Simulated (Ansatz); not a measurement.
Pulling on the B1–H2 bond in BBrH2 (SMILES BBr) (multiplicity 1 held, fragments rigid). Energies count from the point at 1.183 Å.
Geometry at that point (charge 0, multiplicity 1):
```xyz
4

B     -0.8490    -1.2912     0.2112
H     -0.4717    -2.0737     1.0149
H     -1.8265    -1.4215    -0.4431
Br     0.1869     0.2843    -0.0465
```

U- levels take the lowest unrestricted solution at each point, which mixes spins at long bonds. Active spaces are followed from a long bond inwards. Levels need not reach the same state.

Correlated levels freeze the cores. Filled d and f shells under p-block atoms count as core.

The values were computed with Ansatz (a first-principles code) with Gaussian orbitals. 

Energies in kcal/mol.

```json
[
 {"R (Å)": "0.947", "U-SCS-MP2/cc-pVDZ": "29.1", "CASSCF(2,2)/cc-pVDZ": "30.5", "FIC-NEVPT4(SD) on CASSCF(2,2)/cc-pVDZ": "29.4", "FIC-MRCISD on CASSCF(2,2)/cc-pVDZ": "29.3", "FIC-MRCISD+Q on CASSCF(2,2)/cc-pVDZ": "29.2"},
 {"R (Å)": "1.065", "U-SCS-MP2/cc-pVDZ": "6.6", "CASSCF(2,2)/cc-pVDZ": "7.3", "FIC-NEVPT4(SD) on CASSCF(2,2)/cc-pVDZ": "6.8", "FIC-MRCISD on CASSCF(2,2)/cc-pVDZ": "6.7", "FIC-MRCISD+Q on CASSCF(2,2)/cc-pVDZ": "6.7"},
 {"R (Å)": "1.183", "U-SCS-MP2/cc-pVDZ": "0.0", "CASSCF(2,2)/cc-pVDZ": "0.0", "FIC-NEVPT4(SD) on CASSCF(2,2)/cc-pVDZ": "0.0", "FIC-MRCISD on CASSCF(2,2)/cc-pVDZ": "0.0", "FIC-MRCISD+Q on CASSCF(2,2)/cc-pVDZ": "0.0"},
 {"R (Å)": "1.302", "U-SCS-MP2/cc-pVDZ": "2.5", "CASSCF(2,2)/cc-pVDZ": "1.6", "FIC-NEVPT4(SD) on CASSCF(2,2)/cc-pVDZ": "2.2", "FIC-MRCISD on CASSCF(2,2)/cc-pVDZ": "2.2", "FIC-MRCISD+Q on CASSCF(2,2)/cc-pVDZ": "2.3"},
 {"R (Å)": "1.420", "U-SCS-MP2/cc-pVDZ": "9.9", "CASSCF(2,2)/cc-pVDZ": "8.0", "FIC-NEVPT4(SD) on CASSCF(2,2)/cc-pVDZ": "9.3", "FIC-MRCISD on CASSCF(2,2)/cc-pVDZ": "9.3", "FIC-MRCISD+Q on CASSCF(2,2)/cc-pVDZ": "9.4"},
 {"R (Å)": "1.598", "U-SCS-MP2/cc-pVDZ": "25.5", "CASSCF(2,2)/cc-pVDZ": "21.6", "FIC-NEVPT4(SD) on CASSCF(2,2)/cc-pVDZ": "24.0", "FIC-MRCISD on CASSCF(2,2)/cc-pVDZ": "24.1", "FIC-MRCISD+Q on CASSCF(2,2)/cc-pVDZ": "24.3"},
 {"R (Å)": "1.775", "U-SCS-MP2/cc-pVDZ": "42.6", "CASSCF(2,2)/cc-pVDZ": "36.4", "FIC-NEVPT4(SD) on CASSCF(2,2)/cc-pVDZ": "39.9", "FIC-MRCISD on CASSCF(2,2)/cc-pVDZ": "40.0", "FIC-MRCISD+Q on CASSCF(2,2)/cc-pVDZ": "40.2"},
 {"R (Å)": "2.071", "U-SCS-MP2/cc-pVDZ": "78.4", "CASSCF(2,2)/cc-pVDZ": "58.4", "FIC-NEVPT4(SD) on CASSCF(2,2)/cc-pVDZ": "63.6", "FIC-MRCISD on CASSCF(2,2)/cc-pVDZ": "63.5", "FIC-MRCISD+Q on CASSCF(2,2)/cc-pVDZ": "64.0"},
 {"R (Å)": "2.367", "U-SCS-MP2/cc-pVDZ": "94.7", "CASSCF(2,2)/cc-pVDZ": "74.7", "FIC-NEVPT4(SD) on CASSCF(2,2)/cc-pVDZ": "81.1", "FIC-MRCISD on CASSCF(2,2)/cc-pVDZ": "81.0", "FIC-MRCISD+Q on CASSCF(2,2)/cc-pVDZ": "81.5"},
 {"R (Å)": "2.722", "U-SCS-MP2/cc-pVDZ": "101.6", "CASSCF(2,2)/cc-pVDZ": "86.7", "FIC-NEVPT4(SD) on CASSCF(2,2)/cc-pVDZ": "94.0", "FIC-MRCISD on CASSCF(2,2)/cc-pVDZ": "93.7", "FIC-MRCISD+Q on CASSCF(2,2)/cc-pVDZ": "94.3"},
 {"R (Å)": "3.195", "U-SCS-MP2/cc-pVDZ": "104.2", "CASSCF(2,2)/cc-pVDZ": "93.6", "FIC-NEVPT4(SD) on CASSCF(2,2)/cc-pVDZ": "101.6", "FIC-MRCISD on CASSCF(2,2)/cc-pVDZ": "101.2", "FIC-MRCISD+Q on CASSCF(2,2)/cc-pVDZ": "101.8"},
 {"R (Å)": "3.787", "U-SCS-MP2/cc-pVDZ": "104.9", "CASSCF(2,2)/cc-pVDZ": "95.9", "FIC-NEVPT4(SD) on CASSCF(2,2)/cc-pVDZ": "104.2", "FIC-MRCISD on CASSCF(2,2)/cc-pVDZ": "103.8", "FIC-MRCISD+Q on CASSCF(2,2)/cc-pVDZ": "104.5"}
]
```

Doubts at one or more of the structures used: a spin-contaminated determinant (U-SCS-MP2/cc-pVDZ).
